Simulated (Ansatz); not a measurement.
Pulling on the C3–H4 bond in CH6InN (SMILES [CH3][InH][NH2]) (multiplicity 1 held, fragments rigid). Energies count from the point at 1.090 Å.
Geometry at that point (charge 0, multiplicity 1):
| atom | x (Å) | y (Å) | z (Å) |
|---|---|---|---|
| In | -0.1975 | -0.1319 | -0.1725 |
| H | -1.3304 | -1.0703 | -1.0685 |
| C | 0.4797 | 1.9101 | -0.4032 |
| H | 0.9544 | 2.0398 | -1.3758 |
| H | 1.1964 | 2.1540 | 0.3793 |
| H | -0.3653 | 2.5956 | -0.3411 |
| N | 0.6517 | -1.1288 | 1.3789 |
| H | 1.3346 | -0.7311 | 2.0039 |
| H | 0.4492 | -2.0850 | 1.6230 |

Signs of static correlation in def2-SVP, with CASSCF(2,2), from Ansatz (an electronic-structure program) runs.

| R (Å) | T1 of restricted CCSD | ⟨S²⟩ of UHF | largest double amplitude of restricted CCSD | weight of the CASSCF reference in MRCISD | CASSCF natural occupations |
|---|---|---|---|---|---|
| 0.872 | 0.016 | 0.000 | 0.042 | 0.887 | 1.99 0.01 |
| 0.981 | 0.016 | 0.000 | 0.042 | 0.887 | 1.99 0.01 |
| 1.090 | 0.016 | 0.000 | 0.042 | 0.887 | 1.98 0.02 |
| 1.199 | 0.016 | 0.000 | 0.042 | 0.886 | 1.98 0.02 |
| 1.308 | 0.016 | 0.000 | 0.042 | 0.886 | 1.97 0.03 |
| 1.471 | 0.016 | 0.000 | 0.044 | 0.886 | 1.95 0.05 |
| 1.635 | 0.017 | 0.000 | 0.048 | 0.886 | 1.91 0.09 |
| 1.907 | 0.021 | 0.531 | ? | 0.887 | 1.83 0.17 |
| 2.180 | 0.028 | ? | 0.213 | 0.887 | 1.72 0.28 |
| 2.507 | 0.039 | 0.927 | 0.378 | 0.887 | 1.54 0.46 |
| 2.943 | 0.055 | 0.987 | 0.570 | 0.887 | 1.33 0.67 |
| 3.488 | 0.070 | 1.007 | 0.755 | 0.887 | 1.15 0.85 |

Question: Some entries are withheld; supply them.

Answer: 
- 1.907, largest double amplitude of restricted CCSD: 0.057
- 2.180, ⟨S²⟩ of UHF: 0.795

Doubts at one or more of the structures used: a restricted determinant that unrestricted orbitals would lower (R-CCSD(T)/def2-SVP); other coupled-cluster roots lie near (R-CCSD(T)/def2-SVP); T1 above 0.05 (R-CCSD(T)/def2-SVP, U-CCSD(T)/def2-SVP); a spin-contaminated determinant (U-CCSD(T)/def2-SVP).
